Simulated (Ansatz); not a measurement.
Job for Ansatz (a first-principles code): R-PBE/def2-TZVPP on C6H18OSi2 (SMILES C[Si](C)(C)O[Si](C)(C)C).

Ansatz 0.2 input:
```yaml
crystal:
  periodic: [false, false, false]
  atoms:
    - {symbol: C, position_ang: [-2.19278646, 1.01469536, -2.03137469]}
    - {symbol: Si, position_ang: [-1.49817473, 0.18046603, -0.50152655]}
    - {symbol: C, position_ang: [-2.35036297, 0.82032784, 1.04857106]}
    - {symbol: C, position_ang: [-1.69040389, -1.68959497, -0.61778598]}
    - {symbol: O, position_ang: [0.12635957, 0.55966192, -0.42134306]}
    - {symbol: Si, position_ang: [1.55952061, 0.09125668, 0.29697058]}
    - {symbol: C, position_ang: [2.76468730, 1.51836290, 0.12434116]}
    - {symbol: C, position_ang: [2.21086130, -1.43815881, -0.58342343]}
    - {symbol: C, position_ang: [1.24207825, -0.29601623, 2.11269413]}
    - {symbol: H, position_ang: [-3.27205258, 0.81707326, -2.13961191]}
    - {symbol: H, position_ang: [-1.68624743, 0.65137929, -2.94015941]}
    - {symbol: H, position_ang: [-2.04958197, 2.10613546, -1.97928434]}
    - {symbol: H, position_ang: [-3.43477645, 0.62218175, 1.02142837]}
    - {symbol: H, position_ang: [-1.94096694, 0.33871817, 1.95138233]}
    - {symbol: H, position_ang: [-2.20674601, 1.90824776, 1.15206916]}
    - {symbol: H, position_ang: [-2.75074578, -1.97935484, -0.70423424]}
    - {symbol: H, position_ang: [-1.28013836, -2.18676564, 0.27681271]}
    - {symbol: H, position_ang: [-1.15815250, -2.08582303, -1.49787711]}
    - {symbol: H, position_ang: [2.37962965, 2.41975143, 0.62802694]}
    - {symbol: H, position_ang: [3.74351924, 1.27116667, 0.56747372]}
    - {symbol: H, position_ang: [2.92421336, 1.76771678, -0.93718479]}
    - {symbol: H, position_ang: [3.17733237, -1.76239396, -0.16300036]}
    - {symbol: H, position_ang: [2.35820774, -1.23736338, -1.65714517]}
    - {symbol: H, position_ang: [1.50312162, -2.27795497, -0.49140150]}
    - {symbol: H, position_ang: [2.17288493, -0.57998033, 2.63107795]}
    - {symbol: H, position_ang: [0.81771578, 0.57806563, 2.63302725]}
    - {symbol: H, position_ang: [0.53090433, -1.13160074, 2.22147718]}
basis:
  gaussian:
    orbitals: def2-TZVPP
hamiltonian:
  xc: {name: PBE}
scf: {lower_state_search: off}
```

Output:

```
WARN ansatz: RAYON_NUM_THREADS=8 ignored (pool sized by the plan → 8); use --threads N
Functional definition: PBE
these checks for a lower state are left out or cut short: stability, starts, cluster_reference, orbital_swaps, neighbouring_geometries, increment
integrals: 1.31 GiB planned
2869 factors; their error is unknown
mean field: 7.23 GiB planned
mean field evaluation 1: about -24260.9373 eV, gradient 1.5e2 eV
mean field evaluation 2: about -24194.9090 eV, gradient 2.1e2 eV
mean field evaluation 4: about -24306.2621 eV, gradient 2.3e1 eV
mean field evaluation 8: about -24307.2739 eV, gradient 3.0e-1 eV
mean field evaluation 16: about -24307.1998 eV, gradient 9.7e-4 eV
mean field -24307.19981979 eV, -893.2731173655 hartree, gradient 1.4e-6 eV, S^2 0.000000; 0 other end points of the search recorded, 0 dependent functions left out
reference -24307.19988915 eV, -893.2731199143 hartree; 45, 45 occupied and 508, 508 virtual orbitals, 2869 factors
Total energy: -24307.19988915 eV, -893.2731199143 hartree
Checks for a lower state left out: stability, starts, cluster_reference, orbital_swaps, neighbouring_geometries, increment
```

Self-consistency was reached.

Cost: roughly 18 core-seconds.
